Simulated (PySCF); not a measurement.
Sb(Br)(SiH3)2 (BrH6SbSi2), SMILES [SiH3][Sb]([SiH3])[Br]. Atoms are numbered in the order given.

```xyz
10

Sb    -0.4317     0.8070     0.0000
Br     1.8964    -0.3121     0.0000
Si    -1.2751    -0.8362    -1.8422
H     -0.9774    -2.2593    -1.4622
H     -2.7621    -0.6579    -2.0172
H     -0.5864    -0.4941    -3.1341
Si    -1.2751    -0.8362     1.8422
H     -0.9774    -2.2593     1.4622
H     -0.5864    -0.4941     3.1341
H     -2.7621    -0.6579     2.0172
```

Coordinates come from a PBE-D3(BJ)/def2-SVP optimisation. The def2 effective core potentials stand for the cores of Sb; spin–orbit coupling is left out.

The numbers are results of PBE-D3(BJ)/def2-SVP in PySCF, not measurements.

Frequencies are harmonic and unscaled.

| mode | ν (cm⁻¹) | IR (km/mol) | moving atoms (share of kinetic energy) |
|---|---|---|---|
| 1 | 67 | 0.1 | Si 52 %, H 22 %, Br 18 %, Sb 8 % |
| 2 | 68 | 0.6 | Si 49 %, Br 26 %, H 15 %, Sb 11 % |
| 3 | 94 | 0.0 | H 97 % |
| 4 | 95 | 1.0 | Si 47 %, H 23 %, Sb 22 %, Br 8 % |
| 5 | 128 | 0.1 | H 83 %, Si 14 % |
| 6 | 232 | 12.7 | Br 62 %, Sb 38 % |
| 7 | 290 | 0.9 | Si 72 %, Sb 19 %, H 9 % |
| 8 | 292 | 0.1 | Si 71 %, Sb 20 %, H 9 % |
| 9 | 453 | 1.9 | H 91 %, Si 8 % |
| 10 | 477 | 7.4 | H 87 %, Si 11 % |
| 11 | 483 | 2.2 | H 89 %, Si 10 % |
| 12 | 520 | 0.1 | H 88 %, Si 11 % |
| 13 | 798 | 397.0 | H 92 %, Si 8 % |
| 14 | 833 | 211.7 | H 91 %, Si 9 % |
| 15 | 891 | 34.4 | H 97 % |
| 16 | 895 | 25.2 | H 97 % |
| 17 | 897 | 1.2 | H 97 % |
| 18 | 901 | 48.7 | H 97 % |
| 19 | 2139 | 56.7 | H 98 % |
| 20 | 2142 | 96.2 | H 98 % |
| 21 | 2168 | 24.8 | H 96 % |
| 22 | 2169 | 79.4 | H 96 % |
| 23 | 2178 | 62.4 | H 96 % |
| 24 | 2182 | 61.4 | H 96 % |
